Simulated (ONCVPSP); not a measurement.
**An all-electron radial function and its pseudo partner (nickel (Ni))**

Columns: radius, all-electron u(r) and pseudo u(r) of the 3d shell (level -8.87 eV) of nickel in the configuration [Ne] 3s2 3p6 3d8 4s2; PBE, scalar-relativistic, ONCV scheme, ONCVPSP 4.0.1.

```
r (bohr)  all-electron  pseudo
   0.075        0.0489  0.0055
   0.150        0.2172  0.0413
   0.225        0.4330  0.1282
   0.300        0.6322  0.2706
   0.375        0.7873  0.4558
   0.450        0.8935  0.6580
   0.525        0.9548  0.8461
   0.600        0.9799  0.9932
   0.675        0.9780  1.0820
   0.750        0.9573  1.1095
   0.825        0.9245  1.0844
   0.900        0.8842  1.0227
   0.975        0.8399  0.9427
   1.050        0.7939  0.8598
   1.125        0.7479  0.7837
   1.200        0.7027  0.7187
   1.275        0.6591  0.6645
   1.350        0.6174  0.6185
   1.425        0.5779  0.5779
   1.500        0.5407  0.5406
   1.575        0.5057  0.5056
   1.650        0.4729  0.4728
   1.725        0.4422  0.4422
   1.800        0.4136  0.4135
   1.875        0.3869  0.3868
   1.950        0.3619  0.3619
```

How many radial nodes do the two functions have?

The all-electron 3d function has n − l − 1 = 0; the pseudo-wave has 0.

At about which radius was the pseudo-wave matched?

1.50 bohr, where the columns begin to agree (steps of 0.07 bohr).

Is the pseudo-wave norm-conserving?

Yes: the ONCV scheme keeps the norm inside the radius equal to the all-electron one, which fixes the energy derivative of the logarithmic derivative at the level.
